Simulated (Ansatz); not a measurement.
Geometry optimisation, RKS B3LYP-D4/def2-SVP (Ansatz 0.2.0).

input.yaml

```yaml
crystal:
  periodic: [false, false, false]
  atoms:
    - { symbol: Si, position_ang: [0.0, 0.0, 0.0] }
    - { symbol: O, position_ang: [0.0, 0.0, 2.03] }
    - { symbol: H, position_ang: [-0.9095, -0.2814, 2.3671] }
    - { symbol: F, position_ang: [1.4994, 0.0, -0.5295] }
    - { symbol: F, position_ang: [-0.7489, 1.2974, -0.5295] }
    - { symbol: F, position_ang: [-0.7489, -1.2974, -0.5295] }
    - { symbol: S, position_ang: [1.2839, -1.9497, 0.7757] }
    - { symbol: H, position_ang: [0.4989, -3.103, 0.6585] }
    - { symbol: H, position_ang: [0.673, -1.022, 1.8816] }
basis:
  gaussian: { orbitals: def2-SVP }
hamiltonian:
  xc: b3lyp
  dispersion: d4
relax:
  f_tol: 0.15
  max_steps: 25
  restrain:
    - { distance: [0, 6], at: 2.16, k: 30.0 }
    - { distance: [8, 1], at: 1.01, k: 30.0 }
    - { distance: [0, 1], at: 2.88, k: 30.0 }
    - { distance: [8, 6], at: 2.6, k: 30.0 }
```

Launched with:

```bash
$ ansatz run input.yaml --threads 2 --pin off --max-ram 3072MiB --backend cpu --events-out ev --progress --plain --runs-dir out
```

**Question.** Where does it end, and by what steps?

**Answer.** The run converged. The restraints hold the end off the free minimum. After 22 steps the energy has fallen by 3.110 eV (the restraints' own energy left out); F4 moved furthest, 1.36 Å. Parted: Si1–O2, S7–H9.

```json
{"step": "0", "energy less start (eV)": "0.0000", "largest force component (eV/Å)": "3.666", "accepted": "yes"}
{"step": "1", "energy less start (eV)": "0.0362", "largest force component (eV/Å)": "3.286", "accepted": "yes"}
{"step": "2", "energy less start (eV)": "-0.1195", "largest force component (eV/Å)": "3.570", "accepted": "yes"}
{"step": "3", "energy less start (eV)": "-0.9316", "largest force component (eV/Å)": "2.147", "accepted": "yes"}
{"step": "4", "energy less start (eV)": "-1.7764", "largest force component (eV/Å)": "1.022", "accepted": "yes"}
{"step": "5", "energy less start (eV)": "-2.1286", "largest force component (eV/Å)": "2.063", "accepted": "yes"}
{"step": "6", "energy less start (eV)": "-2.4734", "largest force component (eV/Å)": "1.256", "accepted": "yes"}
{"step": "7", "energy less start (eV)": "-2.6221", "largest force component (eV/Å)": "0.762", "accepted": "yes"}
{"step": "8", "energy less start (eV)": "-2.6732", "largest force component (eV/Å)": "0.574", "accepted": "yes"}
{"step": "9", "energy less start (eV)": "-2.7127", "largest force component (eV/Å)": "0.768", "accepted": "yes"}
{"step": "10", "energy less start (eV)": "-2.6496", "largest force component (eV/Å)": "2.795", "accepted": "no"}
{"step": "11", "energy less start (eV)": "-2.7492", "largest force component (eV/Å)": "0.835", "accepted": "yes"}
{"step": "12", "energy less start (eV)": "-2.7875", "largest force component (eV/Å)": "1.019", "accepted": "yes"}
{"step": "13", "energy less start (eV)": "-2.8349", "largest force component (eV/Å)": "1.293", "accepted": "yes"}
{"step": "14", "energy less start (eV)": "-2.9041", "largest force component (eV/Å)": "1.563", "accepted": "yes"}
{"step": "15", "energy less start (eV)": "-2.9630", "largest force component (eV/Å)": "1.151", "accepted": "yes"}
{"step": "16", "energy less start (eV)": "-2.9120", "largest force component (eV/Å)": "2.605", "accepted": "no"}
{"step": "17", "energy less start (eV)": "-3.0219", "largest force component (eV/Å)": "0.956", "accepted": "yes"}
{"step": "18", "energy less start (eV)": "-3.0639", "largest force component (eV/Å)": "0.915", "accepted": "yes"}
{"step": "19", "energy less start (eV)": "-3.0882", "largest force component (eV/Å)": "0.749", "accepted": "yes"}
{"step": "20", "energy less start (eV)": "-3.0977", "largest force component (eV/Å)": "0.782", "accepted": "yes"}
{"step": "21", "energy less start (eV)": "-3.0573", "largest force component (eV/Å)": "2.034", "accepted": "no"}
{"step": "22", "energy less start (eV)": "-3.1095", "largest force component (eV/Å)": "0.798", "accepted": "yes"}
```

```xyz
9
Properties=species:S:1:pos:R:3
Si 0.404 -0.408 -0.435
O -0.642 -0.889 2.205
H -1.165 -0.146 2.535
F 1.107 -0.053 -1.835
F 0.259 1.015 0.302
F -1.053 -0.985 -0.757
S 1.697 -1.810 0.548
H 0.649 -2.425 1.146
H 0.291 -0.655 2.415
```

Time of the run: 71 s on 2 threads of Arm Neoverse V1, with other jobs on the host, peak memory 0.24 GiB.
